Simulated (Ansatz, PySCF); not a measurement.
Precursor series Zr NH2-H. Gas-phase values, no solvent. One relaxed conformer stands for each flexible species; it need not be the lowest.

Quantity: redistribution energy (mixed species minus the weighted end members), in kJ/mol.

Level 1: TPSSh-D3(BJ)/def2-TZVP // BP86-D3(BJ)/def2-SVP (PySCF)
Level 2: frozen-core MP2/def2-TZVPP // BP86-D3(BJ)/def2-SVP (Ansatz, an electronic-structure program)
Level 3: B3LYP/6-311+G** (LANL2DZ on Zr) // BP86-D3(BJ)/def2-SVP (PySCF)
Level 4: M06-2X/6-31G* (LANL2DZ on Zr) // BP86-D3(BJ)/def2-SVP (PySCF)

| species | level 1 | level 2 | level 3 | level 4 |
|---|---|---|---|---|
| 2 of 4 NH2 replaced by H: [Zr(NH2)2(H)2] | -27.09 | -27.36 | (withheld) | -27.25 |
| 3 of 4 NH2 replaced by H: [Zr(NH2)(H)3] | (withheld) | (withheld) | -15.16 | -20.11 |
| 1 of 4 NH2 replaced by H: [Zr(NH2)3(H)] | -24.95 | -24.29 | -23.86 | -24.40 |

Problem. Fill in the missing entries.

Solution. 
- 2 of 4 NH2 replaced by H: [Zr(NH2)2(H)2], level 3: -23.14
- 3 of 4 NH2 replaced by H: [Zr(NH2)(H)3], level 1: -19.50
- 3 of 4 NH2 replaced by H: [Zr(NH2)(H)3], level 2: -20.68
